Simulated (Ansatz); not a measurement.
`O[SiH]([SiH3])[O][AlH2]` + `[CH3][Al]([OH])[OH]` → `[CH3][Al]([OH])[O][SiH3]` + `O[SiH2][O][AlH2]`  (cleavage of the Si–Si bond)

Gas-phase electronic energies from Ansatz, PBE0-D4/def2-TZVP geometries. CBS: MP2 limit from def2 TZ/QZ plus the TZ coupled-cluster correction, frozen cores. DFT in def2-TZVPP. HSE06 is defined as in plane-wave codes. One conformer a species, not always the lowest.

CCSD(T)/CBS gives -28.9 kcal/mol.

Question: Another level gave -28.2 kcal/mol. Which?
A. CCSD/def2-TZVPP
B. HSE06/def2-TZVPP
C. revPBE/def2-TZVPP
D. ωB97X-V/def2-TZVPP

Answer: D. ωB97X-V -28.2, revPBE -22.6, HSE06 -25.1, CCSD/def2-TZVPP -30.4 kcal/mol.

Largest T1 diagnostic among the species: 0.013.

In def2-TZVPP, CCSD(T) changes the Hartree–Fock value by +7.5 kcal/mol (the triples alone add +1.1 kcal/mol) and MP2 by +5.7 kcal/mol. Leaving LDA and LC-ωPBE aside and taking each functional with its dispersion term where it has one, the values, not all of them listed here, spread over 9.7 kcal/mol, from BHLYP-D4 to revPBE-D4.
